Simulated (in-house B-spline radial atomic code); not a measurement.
## RPA and G0W0 on wB97X: V⁵⁺

Configuration [Ne] 3s2 3p6, mean-field start wB97X. Computed with a B-spline radial code for spherical atoms: all electrons, non-relativistic, point nucleus, each spin shell either full or empty, empty states to l = 9 with an (l + 1/2)⁻⁴ tail; G0W0 by contour deformation at full frequency.

Command:
```bash
python run_gw.py task.json out
```
Settings (radii: box in bohr, nucleus in fm):
```
Z                        23
electrons                18
configuration            [Ne] 3s2 3p6
hamiltonian              nr
method                   wb97x
lmax                     9
spin_polarised           False
box_radius               10.43
intervals                49
```

Run time, properties included: 1.5 s on 1 thread of Arm Neoverse N1, on a shared host.

Energies (hartree):

```
                                     term       value
                         mean-field total  -937.91254
Hartree-Fock functional on these orbitals  -937.06873
                      direct second order     -1.3093
                    second-order exchange     0.43926
                         SOSEX correction     0.40536
```

(1) What is the RPA correlation energy, and what remains with SOSEX?

Quasi-particle levels (eV):

```
level  occupied  mean field  Σx - vxc     Σc  QP weight     G0W0
   3p       yes     -122.79     -5.21      ?          ?        ?
   2p       yes     -595.12    -32.24  10.68      0.870  -616.67
   3d        no      -70.23      7.45  -2.92      0.973   -65.70
```

G0W0 = mean field + (Σx - vxc) + Σc, with Σc (partial-wave tail included) taken at the quasi-particle energy. Only the outer levels were computed. Levels of low weight are left out.

(2) Where does G0W0 put 3p?

Results:

(1) RPA gives -1.1638 hartree (-1.76 eV per electron); RPA + SOSEX gives -0.7584, and the second-order doubles -0.87 hartree (no singles). RPA lacks exchange-type terms and so overcorrelates at short range.

(2) At -128.44 eV, with Σc = -0.45 eV and a quasi-particle weight of 0.962. The tabulated removal energy is 128.125 ± 0.025 eV (NIST, measured); the calculation leaves out relativity, Breit and QED terms, and what these don't explain is the method's own error.
